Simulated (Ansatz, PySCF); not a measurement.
Ways to break one bond of C[C@H]1CO1:

A. C[C@H]1CO1 → [CH3] (CH3) + [CH]1CO1
B. C[C@H]1CO1 -> C[C]1CO1 + H atom

Quantity: bond dissociation energy (enthalpy at 298 K, with B3LYP-D3(BJ) rigid-rotor harmonic-oscillator terms from PySCF), kcal/mol. Structures are relaxed separately at B3LYP-D3(BJ)/def2-TZVP in Ansatz (a first-principles code). Valence correlation only, unless marked. Open shells are spin-unrestricted. No spin-orbit coupling. Non-relativistic. Basis-set limits of correlation are two-point, X^-3; Hartree-Fock from the larger set. [CCSD(T)-MP2]/basis is that difference in the basis named.

Task: Rank them by bond dissociation energy at RI-MP2/CBS(cc-pVTZ,cc-pVQZ)+[CCSD(T)-MP2]/cc-pVTZ (Ansatz), lowest first.

Result: A (97.4 kcal/mol), B (103.2 kcal/mol)
